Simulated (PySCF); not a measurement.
**MNa for M along group 13**

CCSD(T) with double-zeta basis sets in PySCF, for the lowest determinant that a PBE0 search found; no spin–orbit coupling. De refers to high-spin ground-configuration atoms.

```json
{"M": "B", "basis": "def2-SVP", "reference, frozen orbitals": "UHF, 2", "state (unpaired electrons)": "triplet (σ ↑, π ↑)", "Re (Å)": "2.518", "ωe (cm⁻¹)": "321", "De (eV)": "0.62"}
{"M": "Ga", "basis": "aug-cc-pVDZ/aug-cc-pVDZ-PP", "reference, frozen orbitals": "RHF, 5", "state (unpaired electrons)": "singlet (closed shell)", "Re (Å)": "3.187", "ωe (cm⁻¹)": "148", "De (eV)": "0.71"}
{"M": "In", "basis": "def2-SVP", "reference, frozen orbitals": "RHF, 5", "state (unpaired electrons)": "singlet (closed shell)", "Re (Å)": "3.321", "ωe (cm⁻¹)": "138", "De (eV)": "0.70"}
{"M": "Tl", "basis": "def2-SVP", "reference, frozen orbitals": "RHF, 5", "state (unpaired electrons)": "singlet (closed shell)", "Re (Å)": "3.334", "ωe (cm⁻¹)": "130", "De (eV)": "0.70"}
```

The shortest bond is that of NaB (2.518 Å), the longest that of NaTl (3.334 Å).

The rows differ in basis set, which adds steps of its own.

The state changes along the series, so neighbouring rows are not always alike in their bonding.

Correlated steps freeze the inner cores (2 to 5 orbitals); shallow outer-core shells are correlated. Correlated levels converge slowly with the basis: in double zeta they bind strong bonds too weakly, by up to about 1 eV, and carry superposition errors of some tenths. Spin–orbit coupling is left out, which matters for elements this heavy, above all for dissociation energies. Where the molecule has an RHF reference, its open-shell atoms are computed with UHF. States were picked by a PBE0 search and need not be the measured ground states.
